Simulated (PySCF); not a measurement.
# Exact simulation of a proton spin system

Molecule: Cu(AsH3)H ([H][Cu]<-[AsH3], AsCuH4).

Bonds: Cu1-As2 2.328 Å. Cu1 carries H6; As2 carries H3, H4, H5.

Relativity neglected, no solvent model, averaged over atoms made equivalent by symmetry, fast rotation or ring inversion, one computed conformer. J couplings at PBE/pcJ-1 (pcSseg-1 on As, pcSseg-1 on Cu); coordinates at the PBE0-D3(BJ)/def2-SVP level; B3LYP/pcSseg-1 (pcSseg-2 on Cu) with gauge-including orbitals; PySCF 2.14.0 with density-fitted response routines.

Scale: 1H (31.38 ppm) against TMS (reference shieldings calculated alike).

The 4-spin Hamiltonian (Zeeman plus full scalar coupling among like nuclei) was diagonalised exactly; lines are Lorentzian, 1.0 Hz wide, and the maxima above 3 % are listed with the tallest set to 100.

Peak list at 600 MHz for the spins H3/H4/H5/H6:
| Hz | ppm | height |
| --- | --- | --- |
| 1987.6 | 3.313 | 99 |
| 1984.4 | 3.307 | 100 |
| 1576.8 | 2.628 | 9 |
| 1573.6 | 2.623 | 25 |
| 1570.4 | 2.617 | 25 |
| 1567.2 | 2.612 | 9 |

Q: Extract the chemical shifts and coupling constants behind this pattern (give the signs of the calculation).

A: 
Shifts (ppm): H3/H4/H5 3.31, H6 2.62.
Couplings (Hz): H3–H4, H3–H5, H4–H5: -9.1; H3–H6, H4–H6, H5–H6: 3.2.
These are the parameters used. A line list fixes at most the relative signs, and those only where coupling is strong; other parameter sets or atom labellings may fit too, and couplings well below the line width leave little trace. Couplings within a CH3 group never show.

Relativistic effects, spin–orbit coupling among them, are left out; they matter for As and for the light atoms bonded to it.
